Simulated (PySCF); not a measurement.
# A thermochemical cycle for MoBr

PBE in PySCF with def2-TZVPPD on every atom (core potentials on Mo), for the lowest determinant that a PBE0 search found; no spin–orbit coupling. MoBr, a sextet (σ ↑, π ↑↑, δ ↑↑), has De = 3.49 eV to neutral atoms, and MoBr⁺, a quintet (σ ↑, π ↑, δ ↑↑), has De = 2.95 eV to Mo⁺ (4d5) + Br.

At the same level the Mo atom ionises at 7.51 eV.

Problem. What is the adiabatic ionisation energy of the molecule, and does ionisation strengthen or weaken the bond?

Solution. IE = IE(Mo) + De(neutral) − De(ion) = 7.51 + 3.49 − 2.95 = 8.05 eV. De changes by -0.54 eV, so ionisation weakens the bond.

The metal atom is held in its measured ground configuration; semilocal functionals can put another filling of s and d lower by some tenths of an eV, and De to that atom would be smaller. These are scalar-relativistic numbers at best; spin–orbit coupling would shift them, the dissociation energy most. For an ion De counts to the pair picked by the measured ionisation energies or electron affinities, which need not be the lowest pair at this level. With d or f electrons several states lie close, and the lowest PBE0 determinant need not be the measured ground state.
